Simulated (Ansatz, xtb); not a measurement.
**Two structures of CH6BSb**

Structure I: a singlet given by its coordinates. Structure II: `C[BH][SbH2]`, a singlet. Both are isolated molecules in the gas phase, relaxed with r2SCAN-D4/def2-SVP; the shapes shown needn't be the lowest conformers.

I (Å):

```yaml
atoms:
  - { symbol: C, position_ang: [-0.4767, 0.4242, 0.1490] }
  - { symbol: B, position_ang: [-1.7171, 1.2899, 0.2896] }
  - { symbol: Sb, position_ang: [-1.2414, 0.0980, -2.0123] }
  - { symbol: H, position_ang: [-2.7739, 0.8001, 0.6269] }
  - { symbol: H, position_ang: [-1.6846, 2.4634, -0.0143] }
  - { symbol: H, position_ang: [0.5164, 0.8719, 0.0212] }
  - { symbol: H, position_ang: [-0.4365, -0.5841, 0.5791] }
  - { symbol: H, position_ang: [-0.9206, -1.5767, -1.8417] }
  - { symbol: H, position_ang: [0.3426, 0.4046, -2.5901] }
```

Close contacts (Å): C1–B2 1.52, C1–Sb3 2.32, B2–Sb3 2.64, C1–H6 1.10, C1–H7 1.10, B2–H4 1.21, B2–H5 1.21, Sb3–H8 1.71, Sb3–H9 1.71.

II (Å):

```xyz
9

C    -1.3217    1.3661    0.4110
B    -1.1271   -0.0672   -0.1626
Sb   -1.0987   -0.5406   -2.3509
H    -1.5682    2.1616   -0.3071
H    -2.0300    1.3908    1.2573
H    -0.3404    1.6242    0.8618
H    -1.0441   -1.0098    0.5946
H     0.2832   -1.5459   -2.2491
H    -0.1895    0.8480   -2.7798
```

Task: Estimate E(II) − E(I) at the level CCSD(T)/def2-TZVP.

Result: Calculated at CCSD(T)/def2-TZVP: E(II) − E(I) = −3.7 kcal/mol, so structure II lies lower.

The same difference at several levels:

```tsv
level	geometry	E(II) − E(I) (kcal/mol)	departure from the last row (kcal/mol)	job, with rough time for the two
r2SCAN-D4/def2-SVP	r2SCAN-D4/def2-SVP	−6.5	−2.8	optimisation, 49 s
HF/def2-TZVP	r2SCAN-D4/def2-SVP	−8.2	−4.5	part of the CCSD(T) run
MP2/def2-TZVP	r2SCAN-D4/def2-SVP	−2.8	+0.9	part of the CCSD(T) run
CCSD(T)/def2-TZVP	r2SCAN-D4/def2-SVP	−3.7		single point, 48 s
```

None of the levels shown reverses the order. The largest departure from CCSD(T)/def2-TZVP is that of HF/def2-TZVP, 4.5 kcal/mol. Levels run at GFN2-xTB geometries aren't shown.

With harmonic frequencies from r2SCAN-D4/def2-SVP (ideal gas, rigid rotor, one conformer each, 298.15 K, 1 atm): on the last row, ΔE + ΔZPE = −3.3 kcal/mol. A mode under 50 cm⁻¹ makes harmonic enthalpies and free energies unreliable, so none is given.

The correlated steps freeze 6 core orbitals; the filled d shell of Sb is correlated, in a basis made for valence electrons. Atoms past krypton carry core potentials in the def2 sets and no spin–orbit term is included. Codes used: Ansatz 0.2.0; the last row on 2 threads of Arm Neoverse V2 on a shared host.
